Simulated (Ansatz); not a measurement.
Molecule: fluoro(triiodo)germane, sum formula GeI3F, charge 0, multiplicity 1. 
Coordinates optimised at B3LYP-D3(BJ)/def2-TZVP (Ansatz, a program for electronic structure):
```xyz
5

F      0.0793    -0.0968     2.2189
Ge     0.0172    -0.0210     0.4816
I      2.1808    -0.9912    -0.3445
I     -1.9724    -1.3861    -0.2132
I     -0.2323     2.4064    -0.1099
```

Quantity: atomisation energy (electronic, to ground-state atoms), in kcal/mol. Valence correlation only, unless marked. UHF or UKS for open shells. No spin-orbit coupling. Frozen are the shells of the preceding noble gas and the d and f shells that filled before the atom's block. Past Kr the def2 sets carry scalar-relativistic core potentials. The coupled-cluster limit lacks core correlation, which all-electron functionals hold. CBS marks a two-point X^-3 extrapolation of the correlation energy; Hartree-Fock from the larger set.

```csv
level,program,atomisation energy (kcal/mol),minus last row
PBE-D3(BJ)/def2-TZVPD,Ansatz + dftd3,305.0,10.6
r2SCAN-D4/def2-TZVPD,Ansatz + dftd4,298.1,3.7
BHLYP-D4/def2-TZVPD,Ansatz + dftd4,274.2,-20.2
r2SCANh-D4/def2-TZVPD,Ansatz + dftd4,293.5,-0.9
B2PLYP-D3(BJ)/def2-TZVPD,Ansatz + dftd3,289.6,-4.8
MP2/def2-SVPD,Ansatz,282.1,-12.3
MP2/def2-TZVPP,Ansatz,296.9,2.5
"MP2/CBS(def2-TZVPP,def2-QZVPP)",Ansatz,313.0,18.6
"CCSD(T)/CBS(def2-TZVPP,def2-QZVPP)",Ansatz,295.5,1.1
"CCSD(T)/CBS(def2-TZVPPD,def2-QZVPPD)",Ansatz,294.4,0.0
```
